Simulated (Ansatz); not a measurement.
Program: Ansatz. Geometries: PBE0-D4/def2-TZVP. ΔE: electronic, gas phase. CCSD(T)/CBS is the MP2 limit (def2-TZVPP, def2-QZVPP) plus CCSD(T) − MP2 in def2-TZVPP, frozen cores. This one scheme is used for every species. DFT in def2-TZVPP. HSE06 is defined as in plane-wave codes. Elements past krypton have def2 core potentials. For Sb, Se outer-core shells are correlated without core-valence functions, which leaves a few kJ/mol of doubt a bond. Scalar relativity is left out up to krypton. One conformer a species, not always the lowest.

Consider the cleavage of the Sb–Si bond: `[OH][SbH][SiH2][SeH]` + NH₃ → `[NH2][SbH][OH]` + `[SiH3][SeH]`.

CCSD(T)/CBS gives +36.3 kJ/mol.

Question: Another level gave +47.5 kJ/mol. Which?
A. HSE06-D4/def2-TZVPP
B. CCSD/def2-TZVPP
C. PBE0/def2-TZVPP
D. CAM-B3LYP/def2-TZVPP

Answer: A. HSE06-D4 47.5, PBE0 41.0, CCSD/def2-TZVPP 29.6, CAM-B3LYP 22.4 kJ/mol.

Largest T1 diagnostic among the species: 0.014.

In def2-TZVPP, CCSD(T) changes the Hartree–Fock value by +22.8 kJ/mol (the triples alone add +3.7 kJ/mol) and MP2 by +25.5 kJ/mol. Leaving LDA and LC-ωPBE aside and taking each functional with its dispersion term where it has one, the values, not all of them listed here, spread over 19.3 kJ/mol, from B2PLYP to PBE-D4. LDA lies +8.8 kJ/mol from PBE without D4. The D4 term adds +11.0 kJ/mol with B3LYP and +6.2 kJ/mol with PBE0; it sums over pairs of atoms, weighted by their polarisabilities, and B3LYP, whose exchange is more repulsive, gets the larger term.

CCSD(T)/CBS has its own doubt, a few kJ/mol and more with outer-core shells, so smaller differences from it don't rank the levels.

B3LYP here is the variant with VWN-RPA as its local correlation; programs differ in this.
